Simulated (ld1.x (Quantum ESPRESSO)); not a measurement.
H: from the effect back to the setting (TM semilocal)

Base potential:

H, norm-conserving Troullier–Martins (semilocal form), made with ld1.x (Quantum ESPRESSO) 7.5 (LDA (PZ), non-relativistic). Core none, reference 1s1. Waves: 2p channel at 0.05 Ry: rc 0.80 bohr; 1s (bound): rc 0.80 bohr. Local part: the s channel. Core correction: none.

Cutoffs, loose and tight: the cutoffs (Ry, on a coarse ladder) from which the occupation-weighted sum of valence levels, in a spherical-Bessel basis at the reference potential, stays within 10 and 1 mRy of its value at 400 Ry. They do not see the model core or the augmentation charge, which bear on the density cutoff. Test errors are all-electron minus pseudo excitation energies from the reference, over the configurations 1s0.5 (two spin-polarised tests are not counted in the largest error); variants that change the core or the reference have their own tests.

Only the scale of all radii (base = 1) is moved:

```
scale of all radii (base = 1)  cutoff, loose  cutoff, tight  bound ghosts
                         0.77          35 Ry          90 Ry          none
                         0.85          35 Ry          80 Ry          none
                         0.95          30 Ry          70 Ry          none
                          1.1          30 Ry          55 Ry          none
                         1.17          25 Ry          50 Ry          none
                         1.35          21 Ry          40 Ry          none
```

Task: One more run gave cutoff, loose: 25 Ry; cutoff, tight: 45 Ry; bound ghosts: none. Which value of the scale of all radii (base = 1) was used?

Result: 1.3. The tight cutoff moves one way along this sweep, from 90 Ry at 0.77 to 40 Ry at 1.35, which places the run between 1.17 and 1.35.
